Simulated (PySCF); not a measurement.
## Computed properties of B(H)(Me)(OSiH3) (CH₇BOSi), SMILES B(O[SiH3])C

B(H)(Me)(OSiH3) (CH7BOSi), SMILES B(C)O[SiH3]. Geometry optimised at B3LYP-D3(BJ)/def2-SVP. This is a generated structure with no PubChem entry under its InChIKey; it may be hypothetical. The values are those of a single conformer. All values are computed for the isolated molecule unless a solvent is named; none is compared with measurement here.

**Structure.** The optimised structure has Cs symmetry. All 27 harmonic modes at B3LYP-D3(BJ)/def2-SVP (PySCF) are real, so it is a minimum. With heavy atoms numbered as in [BH:1]([CH3:3])[O:7][SiH3:8], the shortest bond between them is B1–O7 at 1.358 Å and the longest O7–Si8 at 1.681 Å.

**Vibrations.** The strongest infrared lines (harmonic, unscaled, degenerate partners summed) lie at 1386 cm⁻¹ (434 km/mol, H 48 %, B 31 %, O 16 %), 980 cm⁻¹ (418 km/mol, H 88 %, Si 11 %), 1451 cm⁻¹ (218 km/mol, H 61 %, B 25 %, O 9 %). The softest mode is at 69 cm⁻¹ and the zero-point energy is 49.4 kcal/mol.

**Electronic structure.** B3LYP/def2-TZVP (PySCF) places the frontier levels at -8.02 and -0.26 eV, a gap of 7.76 eV, and gives a dipole moment of 0.42 D and a mean polarisability of 56.6 bohr³. PBE/def2-TZVP (PySCF) at the same geometry gives -6.77 and -1.05 eV, so its gap is 2.04 eV narrower. An orbital gap is neither the optical nor the fundamental gap.

**Excitations.** TDA-CAM-B3LYP/def2-SVPD (PySCF) has S1 at 6.36 eV (195 nm, f = 0.002, dark); the most intense of the 10 singlets computed lies at 8.82 eV (f = 0.27). T1 (TDA) is at 5.84 eV, 0.52 eV under S1. TDA-PBE/def2-SVPD (PySCF) puts S1 at 5.85 eV. No vertical singlet excitation falls in the visible range (under 3.1 eV).

**NMR.** GIAO shifts at HF/pcSseg-1 (PySCF) (non-relativistic, atoms alike by connectivity averaged): ¹³C at 11.9 ppm against TMS; ¹H from 0.9 to 5.3 ppm against TMS; ²⁹Si at -33.1 ppm against TMS; ¹¹B at 38.8 ppm against BF3.
